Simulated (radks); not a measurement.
Q: The mean radii <r> (bohr) of the occupied orbitals of an atom or ion are listed with their occupations. Calculated with a radial shooting solver on a logarithmic mesh with Libxc functionals: non-relativistic Kohn-Sham, LB94 model potential, spin-polarised, spherical densities, point nucleus.

| orbital | occ. | <r> |
|---|---|---|
| 1s | 2 | 0.02331 |
| 2s | 2 | 0.09914 |
| 2p | 6 | 0.08402 |
| 3s | 2 | 0.2547 |
| 3p | 6 | 0.2444 |
| 3d | 10 | 0.2166 |
| 4s | 2 | 0.5532 |
| 4p | 6 | 0.5594 |
| 4d | 10 | 0.5688 |

Name the element and its charge. Open shells, if any, are filled with parallel spins first.

A: Z = 65, terbium, charge +19: Tb19+ in [Kr] 4d10. The 1s radius gives Z: for a bare nucleus <r> = 1.5/Z, 0.02308 bohr for Z = 65, and screening makes it slightly larger (0.02331 here). The occupations add up to 46, and the charge is Z minus that.
